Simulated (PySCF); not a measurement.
**Nuclear quadrupole coupling in `CCC1=CO[SiH2]C=CO1`**

Compound: C6H10O2Si.
Z-matrix (Å and degrees, GFN2-xTB geometry), rows numbered from 1:
```
C 
C   1  1.5290
C   2  1.5114  1  111.04
C   3  1.3325  2  119.82  1   -99.24
O   4  1.3495  3  130.18  2  -179.20
Si  5  1.6304  4  129.11  3   -33.15
C   6  1.8670  5  109.86  4    36.88
C   7  1.3332  6  126.14  5   -15.95
O   8  1.3478  7  132.93  6    -0.11
H   1  1.0871  2  110.29  3   -56.87
H   1  1.0875  2  110.41  3    63.14
H   1  1.0872  2  110.27  3  -176.69
H   2  1.0890  1  109.85  3  -121.78
H   2  1.0912  1  109.18  3   119.08
H   4  1.0828  3  117.72  2    -1.02
H   6  1.4557  5  100.27  4   156.88
H   6  1.4661  5  108.36  4   -82.42
H   7  1.0794  6  118.67  5   164.94
H   8  1.0878  7  120.63  6   179.88
```

Field gradients from the PBE0/pcSseg-1 density (PySCF, non-relativistic), principal values in atomic units, ordered |Vxx| ≤ |Vyy| ≤ |Vzz|:

```json
{"atom": "O5", "Vxx": "-0.5550", "Vyy": "-1.1006", "Vzz": "1.6556"}
{"atom": "O9", "Vxx": "-0.7086", "Vyy": "-1.1854", "Vzz": "1.8941"}
```

Task: Find the asymmetry η = (Vxx − Vyy)/Vzz and the couplings χ = eQV/h (234.96 MHz × Q in barn × V in au), with Q(17O) = −0.0256 b.

Result: 
```
atom          environment  nucleus     η  χzz (MHz)  χxx (MHz)  χyy (MHz)
  O5   silyl ether oxygen      17O  0.33      -9.96       3.34       6.62
  O9  cyclic ether oxygen      17O  0.25     -11.39       4.26       7.13
```

Task: What is Vzz at O9 in SI units (1 au = 9.71736 × 10²¹ V/m²)?

Result: 1.8941 au = 18.405 × 10²¹ V/m².

Task: And the gradient at the other heavy atoms, for which no coupling is worked out here?

Result: 
| atom | environment | Vzz (au) | η |
| --- | --- | --- | --- |
| C1 | methyl carbon | 0.075 | 0.17 |
| C2 | allylic carbon | 0.092 | 0.86 |
| C3 | vinylic carbon bearing oxygen | 0.351 | 0.77 |
| C4 | vinylic carbon bearing oxygen | -0.276 | 0.93 |
| Si6 | oxygen-bound silicon | 0.587 | 0.30 |
| C7 | alkene CH carbon | 0.155 | 0.66 |
| C8 | vinylic carbon bearing oxygen | -0.414 | 0.08 |

Were the hydrogens deuterons (Q(2H) = 0.00286 b), χzz would run from 106 kHz (H17) to 227 kHz (H18).

One conformer (not necessarily the lowest) at the GFN2-xTB geometry, without solvent, vibrations or thermal averaging. GFN2-xTB bond lengths can be off by several hundredths of an ångström, more for odd bonds, and the gradients follow them. These gradients aren't converged with respect to the basis.
